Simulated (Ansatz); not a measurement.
Consider the substitution at a C–O bond: `CO[SiH](F)[SiH3]` + `[CH3][Ge]([NH2])([OH])[Cl]` → `C[O][Ge]([CH3])([NH2])[Cl]` + `O[SiH](F)[SiH3]`.

Calculated with Ansatz (gas phase, PBE0-D4/def2-TZVP geometries, no zero-point term in ΔE). CCSD(T)/CBS is the MP2 limit (def2-TZVPP, def2-QZVPP) plus CCSD(T) − MP2 in def2-TZVPP, frozen cores. DFT in def2-TZVPP. B3LYP here is the variant with VWN-RPA as its local correlation; programs differ in this. For Ge outer-core shells are correlated without core-valence functions, which leaves a few kJ/mol of doubt a bond. Scalar relativity is left out up to krypton. Each species was taken in one conformer, which may not be the lowest.

```json
{"level": "B3LYP-D4", "ΔE (kcal/mol)": "0.8"}
{"level": "CCSD(T)/def2-TZVPP", "ΔE (kcal/mol)": "0.4"}
```

What does CCSD(T)/CBS give? (Estimate.)

Computed: +0.5 kcal/mol. The listed levels differ from it by 0.3, -0.1 kcal/mol.

Largest T1 diagnostic among the species: 0.013.

In def2-TZVPP, CCSD(T) changes the Hartree–Fock value by −1.1 kcal/mol (the triples alone add −0.2 kcal/mol) and MP2 by −1.3 kcal/mol.
